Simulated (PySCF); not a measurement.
# Dipole response of Mn (manganese, neutral)

[Ar] 3d5 4s2, high-spin 6S determinant. Computed with PySCF 2.14 in aug-cc-pwCVTZ-DK, with scalar relativity by spin-free X2C-1e. Coupled (time-dependent) response in atomic units; α is the mean over directions.

```
method  mean α (bohr³)  C₆ (like pair)  S(−4)
   UHF           101.4            1004  13270
   PBE           72.87           686.1   3316
```

S(−4) is the Cauchy moment in α(ω) = α(0) + S(−4) ω² + …

Reference α: 68 ± 9 bohr³ (recommended; Schwerdtfeger and Nagle, table of static dipole polarizabilities (2023 update)). Published C₆: 552.0 (Chu and Dalgarno (2004); Tang, Norbeck and Certain (1976)).

Hartree-Fock lies above the reference because it lacks correlation, which contracts the outer shell.

α(iu) at UHF:

```tsv
u (hartree)	α(iu) (bohr³)
0	101.4
0.0500	82.96
0.100	61.38
0.200	33.03
0.300	19.83
0.500	9.755
0.750	5.575
1.00	3.802
1.50	2.245
2.00	1.539
3.00	0.8804
5.00	0.4082
```
